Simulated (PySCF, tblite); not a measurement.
Isomers of C6H13FOSi2, one GFN2-xTB conformer each. Single-point energies are computed at PBE0/pcSseg-1 (PySCF, gas phase, no added dispersion term), electronic only.

Task: Rank them by PBE0/pcSseg-1 energy, lowest first (kcal/mol).
A. `[CH3:1][O:2]/[C:3]([SiH3:4])=[C:5](\[F:6])[SiH2:7][CH:8]1[CH2:9][CH2:10]1` with C1–O2–C3–Si4 180°, C3–C5–Si7–C8 97°, C5–Si7–C8–C9 -94°
B. `[CH3:1][O:2]/[C:3]([SiH3:4])=[C:5](/[F:6])[SiH2:7][CH:8]1[CH2:9][CH2:10]1` with C1–O2–C3–Si4 -19°, C3–C5–Si7–C8 69°, C5–Si7–C8–C9 -163°

Result: B (0.0), A (0.6).

Neighbours under 2.5 kcal/mol apart (CO/C([SiH3])=C(/F)[SiH2]C1CC1 and CO/C([SiH3])=C(\F)[SiH2]C1CC1) can change places with a better method, another conformer or zero-point energy. CO/C([SiH3])=C(/F)[SiH2]C1CC1 and CO/C([SiH3])=C(\F)[SiH2]C1CC1 are stereoisomers, 0.6 kcal/mol apart in the conformers taken. GFN2-xTB itself gives, in the same order: 0.0, 1.2. Both levels put the same isomer lowest.

Task: Which frontier levels, dipoles and rotational constants go with these structures?

Result: 
```json
{"SMILES": "CO/C([SiH3])=C(/F)[SiH2]C1CC1", "HOMO (eV, PBE0/pcSseg-1)": "-6.41", "LUMO (eV)": "-0.42", "dipole (D)": "2.54", "A, B, C (MHz)": "1471, 586.1, 461.9"}
{"SMILES": "CO/C([SiH3])=C(\\F)[SiH2]C1CC1", "HOMO (eV, PBE0/pcSseg-1)": "-6.57", "LUMO (eV)": "-0.26", "dipole (D)": "0.68", "A, B, C (MHz)": "1418, 563.3, 460.3"}
```

Task: What happens when harmonic zero-point energies from GFN2-xTB frequencies are added?

Result: 
```
                       SMILES  ZPE (kcal/mol)  electronic (kcal/mol)  with ZPE (kcal/mol)
CO/C([SiH3])=C(/F)[SiH2]C1CC1           104.3                    0.0                  0.0
CO/C([SiH3])=C(\F)[SiH2]C1CC1           104.4                    0.6                  0.7
```

The zero-point energies span 0.1 kcal/mol. The order is unchanged.
